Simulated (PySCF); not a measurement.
Se(OH)(SiH3) (H4OSeSi), SMILES O[Se][SiH3].

The structure is a stationary point at r2SCAN-D4/def2-SVP. Other conformers were not sampled.

Calculation: r2SCAN-D4/def2-SVP (PySCF 2.14.0).

Frequencies are harmonic and unscaled.

Problem. Give all harmonic wavenumbers and intensities. (The exact figures need the calculation; the answer reports its results.)

Solution. 
```tsv
mode	ν (cm⁻¹)	IR (km/mol)	Raman (Å⁴/amu)	depolarisation	moving atoms (share of kinetic energy)
1	137	1.1	2.2	0.52	O 56 %, Si 16 %, H 15 %, Se 13 %
2	153	1.5	0.3	0.75	H 90 %, O 8 %
3	328	90.1	1.3	0.70	H 92 %
4	386	1.8	12.4	0.28	Si 62 %, Se 27 %, H 11 %
5	576	7.9	11.5	0.55	H 72 %, Si 11 %, O 8 %
6	588	12.6	15.8	0.74	H 90 %
7	624	44.7	14.8	0.49	O 75 %, Se 12 %, H 12 %
8	892	267.9	12.9	0.61	H 92 %, Si 8 %
9	913	46.5	24.4	0.75	H 97 %
10	952	71.0	22.5	0.74	H 97 %
11	1113	46.6	2.7	0.54	H 94 %
12	2214	72.9	251.1	0.02	H 99 %
13	2227	100.2	109.4	0.71	H 96 %
14	2238	85.6	122.3	0.50	H 96 %
15	3786	87.6	74.3	0.24	H 94 %
```
